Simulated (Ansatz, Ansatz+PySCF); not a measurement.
```xyz
10

C     0.8377    0.1970    1.0844
C    -0.2050    0.8894    1.0409
C     1.2520   -0.7496    0.1660
C    -1.1834    0.8674    0.0644
C     0.3148   -0.8524   -0.8833
C    -0.8552   -0.0756   -0.9321
H     2.1602   -1.3548    0.2008
H    -2.0934    1.4694    0.0234
H     0.5079   -1.5656   -1.6903
H    -1.5397   -0.2061   -1.7757
```

Basis set: def2-SVP (spherical functions). Frozen core: 6 orbitals. Charge 0, multiplicity 3.

Computed with Ansatz (development build ahead of 0.2.0); each method stands on the lowest determinant of its kind that the runs found.

Give the atomization energy at this shape (free ground-state atoms in the same class of orbitals less the molecule, no zero-point energy) of triplet C₆H₄ by UHF-MP2, UHF.

```json
{"method": "UHF-MP2", "atomization energy": "46.66 eV"}
{"method": "UHF", "atomization energy": "36.11 eV"}
```

Caution: another spin multiplicity may lie lower; the determinant breaks the point group; the unrestricted determinant is spin contaminated.
